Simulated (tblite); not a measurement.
C6H10BrNSi.
Atom-mapped SMILES: `[H]/[N:1]=[CH:2]\[C@@H:3]1[SiH2:4][CH2:5][CH2:6]/[C:7]1=[CH:8]\[Br:9]` (hydrogens: H10 on N1; H11 on C2; H12 on C3; H13, H14 on Si4; H15, H16 on C5; H17, H18 on C6; H19 on C8)

Computed with GFN2-xTB (tblite), gas phase: L-BFGS steps from a force-field or distance-geometry start until the largest atomic force falls under 0.01 eV/Å.

The end geometry, which sets the zero of energy:
```
atom  x, y, z in Å
N1      2.4369   -1.6394   -1.1381
C2      1.3946   -0.9544   -1.0113
C3      0.8552   -0.3173    0.2261
Si4    -0.5329   -1.4420    0.9661
C5     -1.9167   -0.2038    0.5404
C6     -1.2890    0.7765   -0.4605
C7      0.1473    0.9704   -0.0832
C8      0.7792    2.1302    0.0132
Br9    -0.0242    3.8147   -0.3478
H10     2.9874   -1.7535   -0.2872
H11     0.7973   -0.8287   -1.9101
H12     1.6787   -0.1602    0.9273
H13    -0.6231   -2.7144    0.2519
H14    -0.3170   -1.6408    2.3992
H15    -2.2285    0.3410    1.4324
H16    -2.8118   -0.6607    0.1237
H17    -1.8276    1.7245   -0.4842
H18    -1.3305    0.3453   -1.4657
H19     1.8146    2.2220    0.3001
```

**Question.** These geometries come from the run, each turned onto the end geometry. Order them by energy, lowest first.
A.
```
atom  x, y, z in Å
N1      2.9238   -1.1768   -0.7050
C2      1.6870   -0.9936   -0.8021
C3      0.7295   -0.4543    0.2146
Si4    -0.7533   -1.6140    0.6030
C5     -1.9189   -0.1394    0.8009
C6     -1.4126    0.8782   -0.2159
C7      0.0844    0.8500   -0.2079
C8      0.8267    1.9224   -0.4539
Br9     0.0472    3.5876   -0.9260
H10     3.3172   -0.8852    0.1896
H11     1.2452   -1.2955   -1.7442
H12     1.2959   -0.2845    1.1401
H13    -1.1275   -2.4085   -0.5610
H14    -0.5513   -2.3494    1.8369
H15    -1.8391    0.3157    1.7879
H16    -2.9604   -0.3996    0.6488
H17    -1.7483    1.8895    0.0324
H18    -1.7588    0.6334   -1.2254
H19     1.9029    1.9333   -0.4205
```
B.
```
atom  x, y, z in Å
N1      2.5084   -1.5878   -1.0822
C2      1.4334   -0.9522   -0.9770
C3      0.8381   -0.3223    0.2379
Si4    -0.5604   -1.4748    0.9143
C5     -1.9204   -0.1797    0.5888
C6     -1.3108    0.7760   -0.4464
C7      0.1324    0.9623   -0.0973
C8      0.7780    2.1172   -0.0384
Br9    -0.0008    3.8034   -0.4444
H10     3.0554   -1.6724   -0.2258
H11     0.8405   -0.8695   -1.8836
H12     1.6279   -0.1486    0.9728
H13    -0.7100   -2.6869    0.1073
H14    -0.3149   -1.8009    2.3187
H15    -2.1450    0.3742    1.5023
H16    -2.8600   -0.5924    0.2274
H17    -1.8383    1.7303   -0.4790
H18    -1.3792    0.3294   -1.4440
H19     1.8157    2.2040    0.2409
```
C.
```
atom  x, y, z in Å
N1      2.5608   -1.5746   -0.9850
C2      1.4896   -0.9231   -0.9438
C3      0.8255   -0.3206    0.2495
Si4    -0.5764   -1.5074    0.8465
C5     -1.9267   -0.1818    0.6378
C6     -1.3415    0.7940   -0.3886
C7      0.1185    0.9608   -0.1016
C8      0.7832    2.1032   -0.1334
Br9     0.0137    3.7738   -0.6085
H10     3.0403   -1.6730   -0.0868
H11     0.9552   -0.8054   -1.8852
H12     1.5813   -0.1561    1.0239
H13    -0.7555   -2.6368   -0.0659
H14    -0.3029   -1.9422    2.2120
H15    -2.1051    0.3502    1.5723
H16    -2.8909   -0.5653    0.3082
H17    -1.8580    1.7513   -0.3665
H18    -1.4525    0.3719   -1.3888
H19     1.8313    2.1904    0.0960
```
D.
```
atom  x, y, z in Å
N1      2.8810   -1.1657   -0.7010
C2      1.6523   -0.9352   -0.7988
C3      0.7267   -0.4188    0.2541
Si4    -0.7388   -1.6138    0.6248
C5     -1.9455   -0.1546    0.8015
C6     -1.4196    0.8768   -0.1988
C7      0.0785    0.8840   -0.1638
C8      0.8451    1.9200   -0.4719
Br9     0.1726    3.6186   -0.9868
H10     3.2863   -0.9511    0.2121
H11     1.1947   -1.1484   -1.7634
H12     1.3081   -0.2374    1.1682
H13    -1.0343   -2.4712   -0.5238
H14    -0.5055   -2.4174    1.8190
H15    -1.9069    0.2665    1.8067
H16    -2.9863   -0.3872    0.5976
H17    -1.8150    1.8788   -0.0147
H18    -1.7261    0.5851   -1.2087
H19     1.9227    1.8805   -0.4600
```
E.
```
atom  x, y, z in Å
N1      2.7272   -1.4886   -0.7237
C2      1.6506   -0.8531   -0.8329
C3      0.7782   -0.3265    0.2548
Si4    -0.6253   -1.5796    0.6796
C5     -1.9391   -0.2057    0.7365
C6     -1.4195    0.8836   -0.2056
C7      0.0779    0.9490   -0.1390
C8      0.7989    2.0196   -0.4379
Br9     0.0487    3.6776   -0.9859
H10     3.0431   -1.6357    0.2349
H11     1.2965   -0.6853   -1.8464
H12     1.4009   -0.1549    1.1393
H13    -0.8411   -2.5340   -0.4089
H14    -0.3660   -2.2623    1.9467
H15    -2.0234    0.1940    1.7480
H16    -2.9352   -0.5305    0.4435
H17    -1.8547    1.8577    0.0263
H18    -1.7041    0.6417   -1.2346
H19     1.8762    2.0425   -0.4024
```

**Answer.** B (0.005 eV), C (0.013 eV), E (0.029 eV), D (0.071 eV), A (0.137 eV).

In the order of the answer:

```tsv
step	E above end (eV)	largest force (eV/Å)	rms force component (eV/Å)	rms distance from end (Å)	rms bond change (Å)	bond most changed (Å)
141	0.005	0.05	0.017	0.091	0.001	Si4–H13 +0.002
135	0.013	0.12	0.042	0.192	0.002	Si4–H14 -0.004
85	0.029	0.03	0.011	0.485	0.002	C3–C7 +0.006
21	0.071	0.10	0.034	0.606	0.004	C3–C7 +0.012
5	0.137	0.30	0.103	0.623	0.007	Si4–C5 -0.015
```

What follows is the cost of the whole relaxation. Hardware: one thread of an Arm Neoverse V2, shared host with 48 logical CPUs at a one-minute load of 9.4. Cost: 1.2 s.
